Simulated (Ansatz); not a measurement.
Cartesian coordinates (Å):
```xyz
5

Zn     0.2866     0.0026     0.1667
O     -0.7075     0.1223    -1.3031
H     -0.3821    -0.4801    -1.9993
O      1.0998    -0.1323     1.7429
H      1.7982     0.5434     1.8381
```
Charge 0, multiplicity 1.

Computed with Ansatz (a program for electronic structure) with frozen-core CCSD(T)/def2-TZVPP // BP86-D3(BJ)/def2-SVP.

```
Item                             Value
----------------------  --------------
HF energy               -1928.78799 Ha
MP2 correlation energy     -1.33460 Ha
```

**Question.** Estimate the CCSD correlation energy, the (T) correction, the total energy and the T1 diagnostic.

**Answer.** 
| Item | Result |
|---|---|
| CCSD correlation energy | -1.25072 Ha |
| (T) correction | -0.03539 Ha |
| CCSD(T) total energy | -1930.07410 Ha |
| T1 diagnostic | 0.017 |
